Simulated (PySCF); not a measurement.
## Calculated data, Al₂H₂O₂, BH₆Si₂, CH₃BClSi, CH₄ClSi₂ and others

Computed with PySCF 2.14.0. Calculation on a computer-drawn molecule: the log of a Hartree-Fock and frozen-core CCSD(T) single point meant for a local Hartree-Fock minimum, with one planted fault or none, to be diagnosed. Offsets are logged minus clean, where the clean run is the same molecule without the fault. The reference is restricted for singlets and unrestricted otherwise, and also for a bond in bohr or an excited solution. Adding or removing an electron swaps singlet and doublet. The excited solution moves the top pair (singlet) or top alpha electron (doublet) to the lowest empty orbital. Highest occupied and lowest empty are orbital energies over both spins, largest force is the largest gradient component, triples share is (T) over the correlation energy, the T1 limit is 0.02 restricted and 0.045 unrestricted, electrons count all cores, a negative frequency is imaginary (commonest isotopes), and the dipole is about the centre of nuclear charge.

Common to all runs: meant multiplicity 1; logged SCF converged yes; logged SCF stable within its kind yes; possible faults no fault, one electron removed, one electron added, multiplicity raised by two, geometry at a saddle point, SCF held on an excited solution, minimal basis STO-3G, one bond length entered in bohr, all coordinates scaled.

```yaml
- entry: 1
  formula: Al2H2O2
  logged_structure:
    atoms_angstrom:
      - [O, -3.0117, -2.1223, -0.7215]
      - [Al, -1.5412, -2.0857, -0.1591]
      - [O, -0.0009, -2.0483, 0.4297]
      - [Al, 1.5869, -2.011, 1.0367]
      - [H, 2.2181, -3.3683, 1.5103]
      - [H, 2.3169, -0.6219, 1.084]
  given:
    meant_charge: 0
    meant_basis: "cc-pV(D+d)Z"
    logged_electrons: 44
    logged_basis_functions: 30
    logged_spin_squared: 0.0
    "logged_highest_occupied [eV]": -5.5557
    "logged_lowest_empty [eV]": 9.1349
    "logged_largest_force [hartree/bohr]": 0.037966
    "logged_dipole_magnitude [debye]": 3.5682
    "logged_energy_HF [hartree]": -626.85512
    drawn_bonds_atom: [1, 2, 3, 4, 4]
    drawn_bonds_other_atom: [2, 3, 4, 5, 6]
    drawn_bonds_order: [2, 1, 1, 1, 1]
  results:
    planted_fault: "minimal basis STO-3G"
    "HF_energy_offset_from_clean_run [kcal/mol]": 4995
  notes: ["coupled-cluster numbers left out as unreliable"]
- entry: 2
  formula: BH6Si2
  logged_structure:
    atoms_angstrom:
      - [Si, 1.6471, -2.6203, 0.602]
      - [B, 2.0616, -2.0308, -1.2682]
      - [Si, 1.1782, -0.3945, -2.18]
      - [H, 0.5498, -3.5429, 0.9177]
      - [H, 2.3528, -2.0907, 1.7751]
      - [H, 2.8681, -2.6816, -1.863]
      - [H, 2.3001, 0.5025, -2.5148]
      - [H, 0.2193, 0.2577, -1.2671]
      - [H, 0.5023, -0.9441, -3.37]
  given:
    meant_charge: 1
    meant_basis: "cc-pV(D+d)Z"
    logged_electrons: 39
    logged_basis_functions: 90
    logged_spin_squared: 0.7681
    "logged_highest_occupied [eV]": -7.1887
    "logged_lowest_empty [eV]": 0.73502
    "logged_largest_force [hartree/bohr]": 0.019075
    logged_T1_diagnostic: 0.014179
    logged_D1_diagnostic: 0.037831
    logged_triples_share: 0.025937
    logged_CC_converged: "yes"
    "logged_dipole_magnitude [debye]": 0.80855
    "logged_energy_HF [hartree]": -605.95015
    "logged_energy_CCSD(T) [hartree]": -606.29197
    drawn_bonds_atom: [1, 2, 1, 1, 2, 3, 3, 3]
    drawn_bonds_other_atom: [2, 3, 4, 5, 6, 7, 8, 9]
    drawn_bonds_order: [1, 1, 1, 1, 1, 1, 1, 1]
  results:
    planted_fault: "one electron added"
    "HF_energy_offset_from_clean_run [kcal/mol]": -147.0
    "CCSD(T)_energy_offset_from_clean_run [kcal/mol]": -156.5
- entry: 3
  formula: CH3BClSi
  logged_structure:
    atoms_angstrom:
      - [Si, -0.5974, -2.7665, -0.5536]
      - [C, 1.003, -2.3268, -0.0439]
      - [B, 1.3455, -1.9989, 1.3]
      - [Cl, 1.7267, -1.6231, 2.8557]
      - [H, -0.8854, -3.0918, -1.9476]
      - [H, -1.6993, -2.8218, 0.4063]
      - [H, 1.8018, -2.2951, -0.7836]
  given:
    meant_charge: 1
    meant_basis: "cc-pV(D+d)Z"
    logged_electrons: 44
    logged_basis_functions: 31
    logged_spin_squared: 0.0
    "logged_highest_occupied [eV]": -13.848
    "logged_lowest_empty [eV]": -2.009
    "logged_largest_force [hartree/bohr]": 0.077594
    logged_T1_diagnostic: 0.018238
    logged_D1_diagnostic: 0.056669
    logged_triples_share: 0.037481
    logged_CC_converged: "yes"
    "logged_dipole_magnitude [debye]": 5.4723
    "logged_energy_HF [hartree]": -803.47883
    "logged_energy_CCSD(T) [hartree]": -803.66938
    drawn_bonds_atom: [1, 2, 3, 1, 1, 2]
    drawn_bonds_other_atom: [2, 3, 4, 5, 6, 7]
    drawn_bonds_order: [1, 2, 1, 1, 1, 1]
  results:
    planted_fault: "minimal basis STO-3G"
    "HF_energy_offset_from_clean_run [kcal/mol]": 5651
    "CCSD(T)_energy_offset_from_clean_run [kcal/mol]": 5832
- entry: 4
  formula: CH4ClSi2
  logged_structure:
    atoms_angstrom:
      - [Si, 1.489, -0.4551, 0.8396]
      - [C, -0.1684, 0.0435, 0.972]
      - [Si, -0.8489, 0.7247, 2.4154]
      - [Cl, -2.7428, 1.2899, 2.5543]
      - [H, 2.032, -1.0256, -0.3911]
      - [H, 2.403, -0.316, 1.9746]
      - [H, -0.8133, -0.0774, 0.1048]
      - [H, 0.6263, 1.1092, 4.7115]
  given:
    meant_charge: 1
    meant_basis: "cc-pV(D+d)Z"
    logged_electrons: 54
    logged_basis_functions: 103
    logged_spin_squared: 0.8623
    "logged_highest_occupied [eV]": -15.098
    "logged_lowest_empty [eV]": -4.7753
    "logged_largest_force [hartree/bohr]": 0.012037
    logged_T1_diagnostic: 0.037874
    logged_D1_diagnostic: 0.16928
    logged_triples_share: 0.040258
    logged_CC_converged: "yes"
    "logged_dipole_magnitude [debye]": 5.1624
    "logged_energy_HF [hartree]": -1077.21488
    "logged_energy_CCSD(T) [hartree]": -1077.7085
    drawn_bonds_atom: [1, 2, 3, 1, 1, 2, 3]
    drawn_bonds_other_atom: [2, 3, 4, 5, 6, 7, 8]
    drawn_bonds_order: [1, 2, 1, 1, 1, 1, 1]
  results:
    planted_fault: "one bond length entered in bohr, row 7 of the drawn bonds"
    "HF_energy_offset_from_clean_run [kcal/mol]": 71.54
    "CCSD(T)_energy_offset_from_clean_run [kcal/mol]": 78.88
- entry: 5
  formula: CH7Si2
  logged_structure:
    atoms_angstrom:
      - [Si, 0.1936, 1.2605, -0.08]
      - [C, -0.0196, -0.4946, 0.2226]
      - [Si, -1.7385, -1.2609, -0.3472]
      - [H, -0.229, 2.2654, 0.8956]
      - [H, 0.739, 1.7617, -1.3416]
      - [H, 0.7435, -1.0642, -0.3184]
      - [H, 0.0461, -0.7013, 1.2961]
      - [H, -1.6523, -2.6804, 0.014]
      - [H, -2.7966, -0.5426, 0.3835]
      - [H, -1.8515, -1.0399, -1.7989]
  given:
    meant_charge: 1
    meant_basis: "cc-pV(D+d)Z"
    logged_electrons: 40
    logged_basis_functions: 30
    logged_spin_squared: 0.0
    "logged_highest_occupied [eV]": -15.835
    "logged_lowest_empty [eV]": -2.3297
    "logged_largest_force [hartree/bohr]": 0.027125
    logged_T1_diagnostic: 0.010692
    logged_D1_diagnostic: 0.043164
    logged_triples_share: 0.011655
    logged_CC_converged: "yes"
    "logged_dipole_magnitude [debye]": 4.7684
    "logged_energy_HF [hartree]": -612.49098
    "logged_energy_CCSD(T) [hartree]": -612.67532
    drawn_bonds_atom: [1, 2, 1, 1, 2, 2, 3, 3, 3]
    drawn_bonds_other_atom: [2, 3, 4, 5, 6, 7, 8, 9, 10]
    drawn_bonds_order: [1, 1, 1, 1, 1, 1, 1, 1, 1]
  results:
    planted_fault: "minimal basis STO-3G"
    "HF_energy_offset_from_clean_run [kcal/mol]": 4420
    "CCSD(T)_energy_offset_from_clean_run [kcal/mol]": 4552
- entry: 6
  formula: BClH3Si
  logged_structure:
    atoms_angstrom:
      - [Si, -2.5949, 1.2204, -0.3911]
      - [B, -1.016, 0.4635, 0.4858]
      - [Cl, -1.0081, -0.2159, 2.211]
      - [H, -2.4234, 1.0193, -1.8791]
      - [H, -3.8341, 0.4339, -0.0438]
      - [H, 0.1131, 0.5853, 0.0841]
  given:
    meant_charge: -1
    meant_basis: "aug-cc-pV(D+d)Z"
    logged_electrons: 40
    logged_basis_functions: 114
    logged_spin_squared: 0.0
    "logged_highest_occupied [eV]": -2.0289
    "logged_lowest_empty [eV]": 3.8827
    "logged_largest_force [hartree/bohr]": 1.1201e-05
    "logged_lowest_frequency [cm^-1]": 198.91
    logged_T1_diagnostic: 0.023189
    logged_D1_diagnostic: 0.086431
    logged_triples_share: 0.038539
    logged_CC_converged: "yes"
    "logged_dipole_magnitude [debye]": 3.9529
    "logged_energy_HF [hartree]": -774.889
    "logged_energy_CCSD(T) [hartree]": -775.31336
    drawn_bonds_atom: [1, 2, 1, 1, 2]
    drawn_bonds_other_atom: [2, 3, 4, 5, 6]
    drawn_bonds_order: [1, 1, 1, 1, 1]
  results:
    planted_fault: "no fault"
    "HF_energy_offset_from_clean_run [kcal/mol]": 0.0
    "CCSD(T)_energy_offset_from_clean_run [kcal/mol]": 0.0
  notes: ["T1 above single-reference limit"]
- entry: 7
  formula: CH7BSi2
  logged_structure:
    atoms_angstrom:
      - [Si, 0.8955, -1.9235, 0.8062]
      - [C, 0.4112, -0.3035, 1.0598]
      - [B, -0.5191, 0.4926, 0.1408]
      - [Si, -1.4359, -0.0893, -1.5945]
      - [H, 0.4721, -2.7476, -0.3322]
      - [H, 1.7947, -2.6477, 1.7216]
      - [H, 1.1588, 0.6122, 2.7424]
      - [H, -0.7742, 1.6327, 0.4484]
      - [H, -1.1734, -1.4835, -2.0445]
      - [H, -1.0177, 0.8111, -2.7035]
      - [H, -2.9107, 0.0493, -1.4481]
  given:
    meant_charge: 0
    meant_basis: "cc-pV(D+d)Z"
    logged_electrons: 46
    logged_basis_functions: 109
    logged_spin_squared: 0.9228
    "logged_highest_occupied [eV]": -8.834
    "logged_lowest_empty [eV]": 0.6378
    "logged_largest_force [hartree/bohr]": 0.018021
    logged_T1_diagnostic: 0.060359
    logged_D1_diagnostic: 0.23425
    logged_triples_share: 0.042626
    logged_CC_converged: "yes"
    "logged_dipole_magnitude [debye]": 2.4604
    "logged_energy_HF [hartree]": -644.30677
    "logged_energy_CCSD(T) [hartree]": -644.80249
    drawn_bonds_atom: [1, 2, 3, 1, 1, 2, 3, 4, 4, 4]
    drawn_bonds_other_atom: [2, 3, 4, 5, 6, 7, 8, 9, 10, 11]
    drawn_bonds_order: [2, 1, 1, 1, 1, 1, 1, 1, 1, 1]
  results:
    planted_fault: "one bond length entered in bohr, row 6 of the drawn bonds"
    "HF_energy_offset_from_clean_run [kcal/mol]": 78.75
    "CCSD(T)_energy_offset_from_clean_run [kcal/mol]": 81.79
  notes: ["T1 above single-reference limit"]
- entry: 8
  formula: CH7BSi2
  logged_structure:
    atoms_angstrom:
      - [Si, 0.8955, -1.9235, 0.8062]
      - [C, 0.4112, -0.3035, 1.0598]
      - [B, -0.5191, 0.4926, 0.1408]
      - [Si, -1.4359, -0.0893, -1.5945]
      - [H, 0.4721, -2.7476, -0.3322]
      - [H, 1.7947, -2.6477, 1.7216]
      - [H, 0.8068, 0.1811, 1.9502]
      - [H, -0.7742, 1.6327, 0.4484]
      - [H, -1.1734, -1.4835, -2.0445]
      - [H, -1.0177, 0.8111, -2.7035]
      - [H, -2.9107, 0.0493, -1.4481]
  given:
    meant_charge: 0
    meant_basis: "cc-pV(D+d)Z"
    logged_electrons: 46
    logged_basis_functions: 109
    logged_spin_squared: 0.0
    "logged_highest_occupied [eV]": -9.3487
    "logged_lowest_empty [eV]": 0.80515
    "logged_largest_force [hartree/bohr]": 1.4083e-05
    "logged_lowest_frequency [cm^-1]": 73.527
    logged_T1_diagnostic: 0.01391
    logged_D1_diagnostic: 0.042179
    logged_triples_share: 0.034007
    logged_CC_converged: "yes"
    "logged_dipole_magnitude [debye]": 3.3809
    "logged_energy_HF [hartree]": -644.43227
    "logged_energy_CCSD(T) [hartree]": -644.93282
    drawn_bonds_atom: [1, 2, 3, 1, 1, 2, 3, 4, 4, 4]
    drawn_bonds_other_atom: [2, 3, 4, 5, 6, 7, 8, 9, 10, 11]
    drawn_bonds_order: [2, 1, 1, 1, 1, 1, 1, 1, 1, 1]
  results:
    planted_fault: "no fault"
    "HF_energy_offset_from_clean_run [kcal/mol]": 0.0
    "CCSD(T)_energy_offset_from_clean_run [kcal/mol]": 0.0
```
